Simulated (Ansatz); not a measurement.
Relaxation of BrF₂H₅Si₂ (10 atoms, charge 0, multiplicity 1), to a largest force component of 0.03 eV/Å in at most 50 steps.

All numbers below come from Ansatz, RKS revPBE-D4/def2-SVP.

```xyz
10
Properties=species:S:1:pos:R:3:forces:R:3
Si 0.109 -0.021 -0.048 0.14 0.13 -1.10
F 0.159 -0.153 1.570 0.01 -0.08 1.00
Si 2.335 0.005 -0.819 0.01 -0.02 0.01
H 2.876 -1.401 -0.819 0.01 0.02 0.01
H 2.372 0.553 -2.219 0.01 -0.01 0.00
H 3.170 0.865 0.091 0.00 0.00 -0.03
F -0.563 1.432 -0.400 0.04 -0.03 0.03
H -0.755 -1.117 -0.587 0.00 -0.01 -0.01
Br -3.137 -0.034 1.307 0.93 0.02 0.86
H -1.881 -0.012 2.136 -1.14 -0.03 -0.75
```

Q: Where does it end, and by what steps?

A: The run converged. The force dipped under the threshold on the way, but the program's further checks kept it going. After 11 steps the energy has fallen by 0.123 eV; Br9 moved furthest, 0.68 Å.

| step | energy less start (eV) | largest force component (eV/Å) | accepted |
| --- | --- | --- | --- |
| 0 | 0.0000 | 1.144 | yes |
| 1 | -0.0891 | 0.515 | yes |
| 2 | -0.0989 | 0.158 | yes |
| 3 | -0.1031 | 0.092 | yes |
| 4 | -0.1083 | 0.186 | yes |
| 5 | -0.1125 | 0.312 | yes |
| 6 | -0.1171 | 0.213 | yes |
| 7 | -0.1195 | 0.123 | yes |
| 8 | -0.1223 | 0.020 | yes |
| 9 | -0.1227 | 0.021 | yes |
| 10 | -0.1229 | 0.034 | yes |
| 11 | -0.1229 | 0.024 | yes |

```xyz
10
Properties=species:S:1:pos:R:3
Si 0.127 0.063 -0.225
F 0.015 -0.229 1.401
Si 2.407 -0.012 -0.806
H 2.947 -1.386 -0.517
H 2.555 0.291 -2.272
H 3.149 1.013 0.007
F -0.437 1.581 -0.467
H -0.792 -0.900 -0.913
Br -3.361 -0.116 1.939
H -1.927 -0.188 2.065
```

Whether the end is a true minimum wasn't checked by a vibrational analysis.

The run took 16 s on 4 threads of Arm Neoverse V2 (shared host), peak memory 0.17 GiB.
